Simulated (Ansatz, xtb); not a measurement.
# C6H7FN2: 3 structures ranked

3 gas-phase structures of C6H7FN2, from a drawn sample of its isomers (lower ones may exist). Each was relaxed with GFN2-xTB:

A. `Cc1cnc(C)c(F)n1`, a singlet
B. `C=C1NC=C(C)N=C1F`, a singlet
C. `C=C1C=NC(C)=C(F)N1`, a singlet

Task: Estimate their order in r2SCAN-D4/def2-SVP energy at these geometries, lowest first.

Result: Calculated order at r2SCAN-D4/def2-SVP: A (0.0), B (20.1), C (27.5) kcal/mol.

Energies above the lowest of each column, in kcal/mol; the last columns are at PBE-D3(BJ)/def2-SVP geometries:

```tsv
structure	GFN2-xTB	HF/STO-3G	r2SCAN-D4/def2-SVP	PBE-D3(BJ)/def2-SVP	CCSD(T)/def2-SVP + ΔMP2/def2-TZVPP
A	0.0	0.0	0.0	0.0	0.0
B	18.8	38.5	20.1	18.7	22.4
C	21.0	40.8	27.5	25.6	29.6
```

Every level run on A puts it lowest or level with the lowest. ΔMP2 is the change of the MP2 energy from the smaller to the larger basis.

Programs: Ansatz 0.2.0, xtb 6.7.1.
